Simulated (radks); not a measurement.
Question: Radial electron density D(r) = 4 pi r^2 rho(r) of an atom or ion with 48 electrons. All-electron calculation, Dirac Kohn-Sham, LB94 model potential, spin-unpolarised, spherical densities, finite nucleus; Fermi nuclear charge, rms radius of each element as measured or else 0.836 A^(1/3) + 0.57 fm. Program: a radial shooting solver on a logarithmic mesh with Libxc functionals.

| r (bohr) | D(r) (e/bohr) |
|---|---|
| 0.001831 | 5.887 |
| 0.002403 | 9.124 |
| 0.003179 | 14.04 |
| 0.004173 | 20.79 |
| 0.005477 | 29.78 |
| 0.00719 | 40.84 |
| 0.009437 | 52.95 |
| 0.01239 | 63.90 |
| 0.01626 | 70.63 |
| 0.02134 | 70.83 |
| 0.02824 | 65.65 |
| 0.03706 | 62.30 |
| 0.04865 | 68.66 |
| 0.06386 | 83.36 |
| 0.08382 | 91.21 |
| 0.11 | 80.52 |
| 0.1444 | 66.22 |
| 0.1895 | 70.35 |
| 0.2508 | 76.06 |
| 0.3292 | 54.24 |
| 0.4321 | 28.64 |
| 0.5672 | 27.08 |
| 0.7444 | 28.39 |
| 0.9771 | 17.73 |
| 1.283 | 7.372 |
| 1.684 | 2.709 |
| 2.228 | 0.7265 |
| 2.924 | 0.09208 |
| 3.838 | 0.003563 |

What is the nuclear charge?

Answer: Z = 54. The innermost maximum, from 1s, lies near gamma/Z bohr with gamma = sqrt(1 - (Z/c)^2) = 0.919, here 0.017 bohr (found: 0.0188), and its height grows with Z. The density is that of the xenon ion Xe6+ in [Kr] 4d10 5s2; the configuration itself is not fixed sharply by these data, and Z only to a few units. D(r) has 4 maxima, at r = 0.0188, 0.0825, 0.235, 0.676 bohr, and minima at 0.0365, 0.155, 0.495 bohr, inside which lie 2.03, 11.21, 29.05 electrons.
